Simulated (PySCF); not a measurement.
This script is equivalent to a calculation on Ca⁺ (calcium, charge +1).

```python
from pyscf import gto, scf, dft, mp, cc
import basis_set_exchange as bse
mol = gto.M(atom="Ca 0 0 0", charge=1, spin=1, symmetry="D2h",
            basis=gto.basis.parse(bse.get_basis("cc-pVTZ-X2C", elements=["Ca"], fmt="nwchem", header=False)),
            nucmod="G")
mf = scf.UHF(mol).sfx2c1e()
mf.irrep_nelec = {'Ag': (4, 3), 'B1u': (2, 2), 'B2u': (2, 2), 'B3u': (2, 2)}
mf.kernel()
```

Problem. What total energy does it give?

Solution. -679.44778 hartree (calculated).

Problem. Which occupied shell lies highest, and where?

Solution. 4s α, at -11.375 eV.

Problem. What is ⟨S²⟩, and what would a pure spin state give?

Solution. 0.750, against 0.75.
